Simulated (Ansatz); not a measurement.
`[OH][GeH]([Cl])[Br]`. Total charge 0; spin multiplicity 1. All single points use the PBE0-D4/def2-TZVP geometry. It is one conformer, not always the lowest.

```xyz
6

O     0.887   -1.151    0.099
Ge   -0.395    0.045    0.128
Cl    0.209    1.711    1.325
Br   -0.776    0.833   -1.990
H     1.710   -0.821   -0.272
H    -1.637   -0.617    0.710
```

(1) What is the dipole moment at PBE/def2-TZVPP? (Estimate.)

(2) And with r2SCAN, B3LYP, ωB97M-V? (Estimate.)

(3) Give the Mulliken charges with PBE, ωB97M-V, B3LYP in def2-TZVPP. (Estimate.)

Answers

(1) Computed: 0.59 D, with components (0.22, -0.54, -0.06) D in this frame, pointing from negative to positive charge.

(2) Computed: r2SCAN 0.60 D, B3LYP 0.52 D, ωB97M-V 0.52 D.

(3) The calculation gave: 
```
atom    PBE  ωB97M-V  B3LYP
  O1  -0.36    -0.39  -0.39
 Ge2   0.64     0.63   0.70
 Cl3  -0.26    -0.25  -0.28
 Br4  -0.26    -0.24  -0.26
  H5   0.19     0.18   0.19
  H6   0.04     0.07   0.05
```

B3LYP here is the variant with VWN-RPA as its local correlation; programs differ in this.
